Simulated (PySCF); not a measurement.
FOV, neutral, multiplicity 3. Atoms are numbered in the order given.

```xyz
3

V      0.2163     0.0978     0.0000
O     -0.3365     1.5942     0.0000
F     -0.2536    -1.6671     0.0000
```
Charge 0, spin multiplicity 3.

Geometry optimised at B3LYP-D3(BJ)/def2-TZVP. The multiplicity is an assumed one; other spin states were not compared.

Method: PySCF 2.14.0 with TDA-PBE0/def2-TZVPD.

Vertical excitations. Isolated molecule, no solvent.

Computed excitation energies, oscillator strengths and character:
```csv
state,energy (eV),λ (nm),f,main pairs
root 1,0.73,1691,0.001,α HOMO→LUMO 95 %
root 2,0.74,1686,0.001,α HOMO−1→LUMO 95 %
root 3,1.59,781,0.001,"α HOMO→LUMO+1 81 %, α HOMO−1→LUMO+2 13 %"
root 4,1.61,771,0.001,"α HOMO−1→LUMO+1 77 %, α HOMO→LUMO+2 18 %"
root 5,2.24,553,0.001,"α HOMO−1→LUMO+2 82 %, α HOMO→LUMO+1 14 %"
root 6,2.31,536,0.001,"α HOMO→LUMO+2 77 %, α HOMO−1→LUMO+1 18 %"
root 7,3.71,334,0.006,α HOMO−2→LUMO 90 %
root 8,3.89,319,0.005,α HOMO−3→LUMO 94 %
root 9,3.96,313,0.003,α HOMO−4→LUMO 93 %
root 10,4.83,257,0.001,α HOMO→LUMO+4 67 %
```
Unrestricted roots are not spin-pure.
